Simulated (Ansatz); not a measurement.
`C#[C][Hf]([F])([Cl])[Cl]` + HCl → `C#[C][Hf]([Cl])([Cl])[Cl]` + H–F  (ligand exchange at the Hf–F bond)

Computed with Ansatz on PBE0-D4/def2-TZVP structures; ΔE is electronic, products minus reactants. CCSD(T)/CBS is the MP2 limit (def2-TZVPP, def2-QZVPP) plus CCSD(T) − MP2 in def2-TZVPP, frozen cores. This one scheme is used for every species. DFT in def2-TZVPP. def2 core potentials past Kr. For Hf outer-core shells are correlated without core-valence functions, which leaves a few kJ/mol of doubt a bond.

`C#[C][Hf]([F])([Cl])[Cl]`:

Cartesian coordinates in Å:
```
C 0.104 -2.241 -0.038
C 0.051 -1.029 0.005
Hf -0.040 1.124 0.094
F 0.236 1.637 1.885
Cl -2.147 1.814 -0.617
Cl 1.644 2.001 -1.254
H 0.150 -3.307 -0.075
```

HCl:

Z-matrix (Å, degrees):
```
Cl
H 1 1.279
```

`C#[C][Hf]([Cl])([Cl])[Cl]`:

```xyz
7

C    -1.487   -0.609   -1.579
C    -0.685   -0.281   -0.727
Hf    0.734    0.300    0.780
Cl    2.665    1.020   -0.289
Cl   -0.205    2.016    2.031
Cl    1.169   -1.550    2.113
H    -2.191   -0.896   -2.328
```

H–F:

```xyz
2

F     0.320   -0.327    0.050
H    -0.320    0.327   -0.050
```

CCSD(T)/CBS gives +13.5 kJ/mol.

(1) Another level gave +21.7 kJ/mol. Which?
A. RPA@PBE/def2-TZVPP
B. BLYP/def2-TZVPP
C. ωB97X-V/def2-TZVPP
D. SCS-MP2/def2-TZVPP

(2) What do rigid-rotor, harmonic-oscillator terms from PBE0-D4/def2-TZVP frequencies (298.15 K, 1 bar) make of the CCSD(T)/CBS value? (An estimate is asked.)

Largest T1 diagnostic among the species: 0.015.

Results:

(1) A. RPA@PBE/def2-TZVPP 21.7, SCS-MP2/def2-TZVPP 16.4, ωB97X-V 28.1, BLYP 34.9 kJ/mol.

(2) Ansatz gave: ΔZPE = +4.7 kJ/mol, ΔH = +19.2 kJ/mol, ΔS = -10 J/(mol·K), ΔG = +22.2 kJ/mol.

From r2SCAN to r2SCAN0 (25 % exact exchange), in def2-TZVPP and without D4, ΔE moves by −5.8 kJ/mol. The D4 term adds −5.8 kJ/mol with B3LYP and −3.3 kJ/mol with PBE0; it sums over pairs of atoms, weighted by their polarisabilities, and B3LYP, whose exchange is more repulsive, gets the larger term. Leaving LDA and LC-ωPBE aside and taking each functional with its dispersion term where it has one, the values, not all of them listed here, spread over 16.4 kJ/mol, from PBE-QIDH to CAM-B3LYP-D4. LDA lies −4.2 kJ/mol from PBE without D4.

B3LYP here is the variant with VWN-RPA as its local correlation; programs differ in this.
